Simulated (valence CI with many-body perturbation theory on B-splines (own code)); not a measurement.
# Energy levels of Hg66+

Calculated by relativistic CI+MBPT: four valence electrons over a frozen Dirac-Fock core [Ne], radial functions for each j: 11 s, 11 p, 10 d, 8 f, 5 g, 2 h, with the one-electron correlation potential Σ1 (screened to all orders), the two-electron term Σ2, the three-electron term Σ3, Breit, model QED; selected single and double excitations, second order for the rest, scaled by the run's own slope (own B-spline code, finite nucleus).

No measured spectrum was set against this ion. As an estimate, large intervals hold to a few tenths of a per cent, small ones and those within an open d or f shell to about a per cent. Among the levels kept, up to 590 cm⁻¹ of a level comes from second order outside the variational space, and about a tenth of that is noise between levels of different J, which matters for small intervals.

Levels 136 to 167 of 167, with energies above the lowest level, (3s^2 3p1/2^2) J=0. "Leading %" is the weight of the configuration and term that name the level; weights of strongly mixed levels are sums over their largest components and can fall short. In the jj column 3d3/2^4 stands for four electrons in 3d with j = 3/2.

```
No.  Configuration  Term  J  E (Ry)  Leading %      g  Second component                  Leading jj
136        3s3p²3d    ³D  3  157.47         75  1.292    6 % 3s3p²3d ³F     3s 3p3/2^2 3d5/2 (99 %)
137        3s3p²3d    ³D  2  157.63         31  1.280   29 % 3s3p²3d ³P     3s 3p3/2^2 3d5/2 (95 %)
138        3s3p²3d    ³F  4  157.72         62  1.172   18 % 3s3p²3d ¹G     3s 3p3/2^2 3d5/2 (99 %)
139        3s3p²3d    ³D  3  158.63         50  1.252   19 % 3s3p²3d ¹F     3s 3p3/2^2 3d5/2 (97 %)
140        3s3p²3d    ¹D  2  158.67         45  1.088   27 % 3s3p²3d ³D     3s 3p3/2^2 3d5/2 (97 %)
141        3s3p²3d    ¹P  1  159.73         35  1.066   30 % 3s3p²3d ³P     3s 3p3/2^2 3d5/2 (96 %)
142          3p³3d   ³F°  2  160.74         42  0.987    18 % 3p³3d ³D°  3p1/2 3p3/2^2 3d3/2 (86 %)
143        3s3p²3d    ¹D  2  160.76         37  1.111   25 % 3s3p²3d ³P     3s 3p3/2^2 3d5/2 (96 %)
144          3p³3d   ³D°  1  161.13         41  0.992    40 % 3p³3d ⁵D°  3p1/2 3p3/2^2 3d3/2 (93 %)
145         3p²3d²    ³F  4  161.17         30  1.171    13 % 3p²3d² ⁵D      3p1/2^2 3d5/2^2 (98 %)
146          3p³3d   ⁵D°  0  161.58         50           24 % 3p³3d ¹S°  3p1/2 3p3/2^2 3d3/2 (93 %)
147          3p³3d   ³F°  3  161.75         33  1.059    28 % 3p³3d ³G°  3p1/2 3p3/2^2 3d3/2 (92 %)
148         3p²3d²    ³P  2  161.99         21  1.199    16 % 3p²3d² ³F      3p1/2^2 3d5/2^2 (98 %)
149          3p³3d   ³G°  4  162.05         44  1.041    34 % 3p³3d ¹G°  3p1/2 3p3/2^2 3d3/2 (89 %)
150          3p³3d   ⁵D°  2  163.20         20  1.081    20 % 3p³3d ³F°  3p1/2 3p3/2^2 3d3/2 (81 %)
151          3p³3d   ³P°  1  163.56         21  1.292    16 % 3p³3d ³S°  3p1/2 3p3/2^2 3d3/2 (52 %)
152          3p³3d   ³F°  2  163.77         38  0.958    11 % 3p³3d ¹D°  3p1/2 3p3/2^2 3d3/2 (70 %)
153          3p³3d   ³D°  3  163.87         18  1.141    16 % 3p³3d ¹F°  3p1/2 3p3/2^2 3d3/2 (72 %)
154         3p²3d²    ³P  0  164.18         61           21 % 3p²3d² ¹S      3p1/2^2 3d5/2^2 (97 %)
155        3s3p3d²   ⁵D°  0  165.10         75         19 % 3s3p3d² ³P°     3s 3p3/2 3d3/2^2 (94 %)
156          3p³3d   ³D°  1  165.34         16  1.048    14 % 3p³3d ³S°  3p1/2 3p3/2^2 3d3/2 (58 %)
157        3s3p3d²   ⁵F°  3  165.58         23  1.115  15 % 3s3p3d² ⁵G°     3s 3p3/2 3d3/2^2 (82 %)
158        3s3p3d²   ⁵F°  2  165.73         24  1.143  17 % 3s3p3d² ⁵D°     3s 3p3/2 3d3/2^2 (63 %)
159        3s3p3d²   ⁵D°  1  165.95         24  1.027    22 % 3p³3d ³D°  3p1/2 3p3/2^2 3d3/2 (60 %)
160        3s3p3d²   ³F°  4  165.99         27  1.166  21 % 3s3p3d² ³G°     3s 3p3/2 3d3/2^2 (87 %)
161        3s3p3d²   ³P°  2  167.72         29  1.553  20 % 3s3p3d² ⁵P°     3s 3p3/2 3d3/2^2 (83 %)
162        3s3p3d²   ³D°  1  168.58         40  0.814  14 % 3s3p3d² ¹P°     3s 3p3/2 3d3/2^2 (80 %)
163        3s3p3d²   ³F°  2  168.88         46  0.868  13 % 3s3p3d² ¹D°     3s 3p3/2 3d3/2^2 (86 %)
164        3s3p3d²   ³G°  3  169.26         45  0.950  14 % 3s3p3d² ¹F°     3s 3p3/2 3d3/2^2 (82 %)
165          3p³3d   ³F°  4  169.65         48  1.265    21 % 3p³3d ⁵D°  3p1/2 3p3/2^2 3d5/2 (81 %)
166          3p³3d   ³D°  3  169.84         51  1.300    22 % 3p³3d ⁵D°  3p1/2 3p3/2^2 3d5/2 (90 %)
167          3p³3d   ³G°  5  169.95         63  1.194  15 % 3s3p3d² ³G°  3p1/2 3p3/2^2 3d5/2 (63 %)
```
